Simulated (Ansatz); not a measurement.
Geometry optimisation, Ansatz 0.2.0, RHF/def2-SVP.

The input (input.yaml):

```yaml
crystal:
  periodic: [false, false, false]
  atoms:
    - { symbol: C, position_ang: [-0.0378, -2.0043, 0.8199] }
    - { symbol: C, position_ang: [0.4229, -1.2954, -0.4606] }
    - { symbol: Ge, position_ang: [0.252, 0.6475, -0.3307] }
    - { symbol: "N", position_ang: [1.2663, 1.4956, 1.0752] }
    - { symbol: C, position_ang: [-0.8142, 1.6965, -1.4776] }
    - { symbol: S, position_ang: [-1.9355, 1.2128, -0.1805] }
    - { symbol: H, position_ang: [0.5353, -1.6231, 1.6885] }
    - { symbol: H, position_ang: [0.0458, -3.0445, 0.7057] }
    - { symbol: H, position_ang: [-1.151, -1.6881, 1.0126] }
    - { symbol: H, position_ang: [-0.1673, -1.6342, -1.3078] }
    - { symbol: H, position_ang: [1.4807, -1.5648, -0.5993] }
    - { symbol: H, position_ang: [1.79374, 0.66503, 1.53981] }
    - { symbol: H, position_ang: [2.05185, 1.99144, 0.51012] }
    - { symbol: H, position_ang: [-0.6042, 2.7985, -1.4151] }
    - { symbol: H, position_ang: [-1.0284, 1.2138, -2.4362] }
basis:
  gaussian: { orbitals: def2-SVP }
hamiltonian:
  xc: hf
relax:
  f_tol: 0.015
  max_steps: 40
```

Launched with:

```bash
$ ansatz run input.yaml --threads 2 --pin off --max-ram 3072MiB --backend cpu --events-out ev --progress --plain --runs-dir out
```

Where does it end, and by what steps?

The forces met the threshold. The force dipped under the threshold on the way, but the program's further checks kept it going. After 18 steps the energy has fallen by 1.204 eV; H13 moved furthest, 0.78 Å.

```tsv
step	energy less start (eV)	largest force component (eV/Å)	accepted
0	0.0000	3.278	yes
1	-0.8285	1.480	yes
2	-1.0195	0.650	yes
3	-0.7950	1.077	no
4	-1.0707	0.294	yes
5	-1.0816	0.288	yes
6	-1.0993	0.304	yes
7	-1.1388	0.225	yes
8	-1.1632	0.466	yes
9	-1.1867	0.648	yes
10	-1.1969	0.265	yes
11	-1.2021	0.204	yes
12	-1.2027	0.150	yes
13	-1.2036	0.108	yes
14	-1.2040	0.018	yes
15	-1.2040	0.032	yes
16	-1.2042	0.011	yes
17	-1.2043	0.011	yes
18	-1.2043	0.012	yes
```

```xyz
15
Properties=species:S:1:pos:R:3
C 0.041 -2.102 0.874
C 0.274 -1.318 -0.420
Ge 0.144 0.618 -0.246
N 1.482 1.299 0.767
C -0.632 1.740 -1.588
S -1.875 1.538 -0.183
H 0.771 -1.843 1.645
H 0.128 -3.175 0.696
H -0.954 -1.912 1.280
H -0.456 -1.612 -1.177
H 1.264 -1.540 -0.828
H 1.717 0.813 1.611
H 1.466 2.287 0.939
H -0.283 2.761 -1.703
H -0.977 1.312 -2.524
```

The run took 86 s on 2 threads of Arm Neoverse V2, on a shared host, peak memory 0.47 GiB.
